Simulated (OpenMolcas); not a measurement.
An OpenMolcas run meant for Ag VIII (ANO-RCC-VDZ, DKH4; inactive shells 1s 2s 2p 3s 3p 3d 4s 4p; intended active space 4 electrons in 5 orbitals (4d)). One step of its input:

```
&CASPT2
Multistate=5 1 2 3 4 5
Frozen=8 6
IPEA=0.25
Imaginary=5.0
MaxIter=60
WThr=0.0 0.3 0.05
PrWF=0.5
NoMix
```

The run finished. Its levels beside those of a sound run (SS-CASPT2, IPEA 0.25 Eh, imaginary shift 0.1 Eh (closed shells correlated: 4s 4p)), in cm⁻¹ above each run's lowest level:

| Level | This run | Usual run |
| --- | --- | --- |
| 4d⁴ ⁵D₀ | 0.0 | 0.0 |
| 4d⁴ ⁵D₁ | 1259 | 1285 |
| 4d⁴ ⁵D₂ | 3286 | 3339 |
| 4d⁴ ⁵D₃ | 5509 | 5569 |
| 4d⁴ ⁵D₄ | 7551 | 7596 |
| 4d⁴ ³P₀ | 24189 | 23412 |

Task: Which setting is unsound, and how much does it matter here?

Result: The level shift is far above the usual 0.1 to 0.3 hartree and damps the second-order energy. Against the sound run the excited levels shown move by 190 cm-1 on average and by 780 cm-1 at most.

CASPT2 breaks the degeneracy within a term, and the mean is taken; among the terms shown or strongly mixed into the levels shown the widest spread is 19 cm-1 (4d⁴ ⁵D, the sound run). Some high roots are left out of the spin-orbit mixing, which shifts the levels that they would mix with. The basis is small and was not contracted for so high a charge. Only configurations of the active space appear.
